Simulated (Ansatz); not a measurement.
Species: sum formula H$_{3}$SiO$_{3}$ (charge -1, singlet). It need not be the lowest isomer of its formula. Whether it binds its extra electron was not tested at this geometry. 
Structure (B3LYP-D3(BJ)/def2-TZVP (Ansatz, an electronic-structure program) minimum search):
```xyz
7

Si    -0.0911     0.0675     0.3062
O     -0.6571     1.4025    -0.2666
O     -0.8014    -1.3215    -0.3684
O      1.5825    -0.1200     0.0760
H     -0.2209    -0.2184     1.7754
H     -1.3547    -1.0166    -1.0947
H      1.8594     0.6033    -0.4955
```
Charge -1, spin multiplicity 1.

Total electronic energies in hartree. Valence correlation only, unless marked. Spin-orbit coupling is left out. Non-relativistic. Basis-set limits of correlation are two-point, X^-3; Hartree-Fock from the larger set.

```json
[
 {"level": "HF/STO-3G", "program": "Ansatz", "energy (Eh)": "-508.69443"},
 {"level": "RI-HF/aug-cc-pV(T+d)Z", "program": "Ansatz", "energy (Eh)": "-515.54811"},
 {"level": "wB97X-V/def2-TZVPD", "program": "Ansatz", "energy (Eh)": "-517.14942"},
 {"level": "RI-MP2/aug-cc-pV(T+d)Z", "program": "Ansatz", "energy (Eh)": "-516.43554"},
 {"level": "SCS-MP2/cc-pV(D+d)Z", "program": "Ansatz", "energy (Eh)": "-516.06840"},
 {"level": "SCS-MP2/cc-pV(T+d)Z", "program": "Ansatz", "energy (Eh)": "-516.37948"},
 {"level": "CCSD/aug-cc-pV(Q+d)Z", "program": "Ansatz", "energy (Eh)": "-516.50955"},
 {"level": "CCSD/cc-pV(5+d)Z", "program": "Ansatz", "energy (Eh)": "-516.52685"},
 {"level": "CCSD(T)/CBS(aug-cc-pV(T+d)Z,aug-cc-pV(Q+d)Z)", "program": "Ansatz", "energy (Eh)": "-516.5880"}
]
```

Totals of different functionals don't rank their quality; only differences between species are comparable.
